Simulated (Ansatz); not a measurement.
These are frozen-core CCSD(T)/cc-pVTZ // B3LYP-D3(BJ)/def2-TZVP (Ansatz, a quantum-chemistry and plane-wave program) values and carry that method's errors. The geometry is that of the parent before the electron was removed.

Ansatz 0.2 input:
```yaml
crystal:
  periodic: [false, false, false]
  atoms:
    - { symbol: C, position_ang: [-1.119264, -1.624901, -0.195187] }
    - { symbol: Ga, position_ang: [0.251456, -0.204048, -0.260195] }
    - { symbol: C, position_ang: [-0.027958, 1.753946, -0.259703] }
    - { symbol: S, position_ang: [2.36094, -0.935835, -0.35366] }
    - { symbol: H, position_ang: [-1.701924, -1.618261, -1.119113] }
    - { symbol: H, position_ang: [-1.810432, -1.449337, 0.631133] }
    - { symbol: H, position_ang: [-0.667942, -2.608693, -0.076651] }
    - { symbol: H, position_ang: [-1.08075, 2.012593, -0.148284] }
    - { symbol: H, position_ang: [0.535632, 2.211113, 0.55505] }
    - { symbol: H, position_ang: [0.339288, 2.178502, -1.195879] }
    - { symbol: H, position_ang: [2.920943, 0.284915, -0.39462] }
basis:
  gaussian: { orbitals: cc-pVTZ }
correlation:
  method: ccsd_t
total_charge: 1
magnetization:
  spin_polarized: true
  initial_magnetization: 1
```

Output:

```
Functional definition: HF
1340 factors; integrals over basis functions are off by at most 1.1e-3 eV
mean field evaluation 1: about -65312.6502 eV, gradient 3.4e1 eV
mean field evaluation 2: about -65312.6538 eV, gradient 3.4e1 eV
mean field evaluation 4: about -65318.6234 eV, gradient 2.5e0 eV
mean field evaluation 8: about -65318.6899 eV, gradient 8.3e-4 eV
mean field evaluation 16: about -65318.6852 eV, gradient 2.7e-1 eV
mean field evaluation 32: about -65316.1919 eV, gradient 1.2e1 eV
mean field evaluation 64: about -65317.8060 eV, gradient 4.6e-3 eV
mean field evaluation 96: about -65310.9678 eV, gradient 5.1e0 eV
mean field evaluation 128: about -65317.8043 eV, gradient 5.4e-2 eV
mean field evaluation 160: about -65313.8154 eV, gradient 5.7e0 eV
mean field evaluation 192: about -65313.1388 eV, gradient 4.2e-3 eV
mean field evaluation 224: about -65317.8061 eV, gradient 2.0e-5 eV
mean field -65318.68986993 eV, -2400.4175781218 hartree, gradient 3.8e-6 eV, S^2 0.763454; 7 other end points of the search recorded, 0 dependent functions left out
determinant -65318.68986993 eV, -2400.4175781218 hartree, with singles and doubles -65338.28070826 eV, -2401.1375281513 hartree
determinant -65317.80606023 eV, -2400.3850987142 hartree, with singles and doubles -65337.58354540 eV, -2401.1119078886 hartree
determinant -65317.79469576 eV, -2400.3846810779 hartree, with singles and doubles -65337.63953894 eV, -2401.1139656134 hartree
16 core orbitals not correlated
reference -65318.68986993 eV, -2400.4175781218 hartree; 17, 16 occupied and 202, 203 virtual orbitals, 1340 factors
second order -17.92882697 eV of doubles, -0.00000000 eV of singles
cycle   1  -19.32466658 eV  change    -1.3e0 eV  update   2.6e-2
cycle   2  -19.36539675 eV  change   -4.1e-2 eV  update   5.3e-3
cycle   3  -19.36403750 eV  change    1.4e-3 eV  update   2.0e-3
cycle   4  -19.36544256 eV  change   -1.4e-3 eV  update   6.2e-4
cycle   5  -19.36525331 eV  change    1.9e-4 eV  update   2.7e-4
cycle   6  -19.36532889 eV  change   -7.6e-5 eV  update   1.4e-4
cycle   7  -19.36539019 eV  change   -6.1e-5 eV  update   9.5e-5
cycle   8  -19.36540041 eV  change   -1.0e-5 eV  update   7.8e-5
cycle   9  -19.36539121 eV  change    9.2e-6 eV  update   6.1e-5
cycle  10  -19.36536182 eV  change    2.9e-5 eV  update   4.7e-5
cycle  11  -19.36537863 eV  change   -1.7e-5 eV  update   2.9e-5
perturbative correction -0.82398332 eV, -0.0302808285 hartree
Total energy: -65338.87923188 eV, -2401.1595234887 hartree
```

Cost: roughly 50 core-minutes.
